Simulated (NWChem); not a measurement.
C2H6OSi2; SMILES C1O[SiH2][SiH2]C=1

```xyz
11

C      1.6164    -0.2945     0.0000
C      1.2400     1.0020     0.0000
Si    -0.5992     1.3120     0.0000
Si    -0.9135    -1.0108     0.0000
O      0.7752    -1.3451     0.0000
H      2.6670    -0.6115     0.0000
H      2.0239     1.7636     0.0000
H     -1.1144     2.0252    -1.2103
H     -1.1144     2.0252     1.2103
H     -1.5029    -1.6440    -1.2150
H     -1.5029    -1.6440     1.2150
```
Atoms are numbered in this order, from 1.

Computed with NWChem. Pople sets run with spherical d functions. Coordinates come from a PBE0/def2-SVP optimisation. Vzz is the largest principal value of the second derivative of the potential at the nucleus (NWChem prints the opposite sign); η is the asymmetry. Non-relativistic.

```
level             Vzz O5 (a.u.)  η O5
----------------  -------------  ----
CAM-B3LYP/6-31G*            ___  0.21
PBE0/def2-TZVP            1.430  0.19
PBE0/6-31G*               1.396  0.22
```

**Question.** What belongs in the gaps?

**Answer.** 
- CAM-B3LYP/6-31G*, Vzz O5 (a.u.): 1.409
